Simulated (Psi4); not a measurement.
The Psi4 input:
```
memory 2 GB

molecule {
0 2
  N     1.07284404   -0.47233394   -0.03757332
  Si   -0.46623376    0.17659403    0.02505938
  H     1.90814349    0.00985181   -0.32564380
  H    -0.91969709   -0.03779712    1.41254787
  H    -1.29533293   -0.71428448   -0.80899513
  H    -0.67574904    1.57625096   -0.36572701
}

set basis 6-31g**
set reference uhf

energy('mp2')
print_variables()
```

**Question.** What is the computed total energy (MP2/6-31G** (Psi4))?

**Answer.** -345.9008 Eh

**Question.** Estimate the MP2 correlation energy that MP2/6-31G** returns for this input.

**Answer.** -0.2483 Eh

**Question.** What is the computed SCF-reference <S^2> (MP2/6-31G**)?

**Answer.** 0.759

These values belong to the state on which the SCF converged, which isn't shown to be the lowest.
